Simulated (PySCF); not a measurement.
**CaF₂: breathing scan**

Level of theory: PySCF, PBE, basis Ca def2-TZVP, F def2-TZVP (no relativity, density fitting).

Rigid scan from the singlet minimum (Ca–F 2.000 Å (×2); F–Ca–F 139.3°). Coordinate: all bonds to the central atom scaled together. Energies in kJ/mol from the minimum.

```csv
scale of all bonds to the centre,E (kJ/mol),dipole size (D)
0.88,130.7,3.86
0.92,50.9,4.14
0.96,11.2,4.41
1.00,0.0,4.66
1.04,8.9,4.90
1.08,31.6,5.13
1.14,82.1,5.46
1.22,165.6,5.87
1.35,311.4,6.47
```

Other isomers or separated fragments may lie lower.
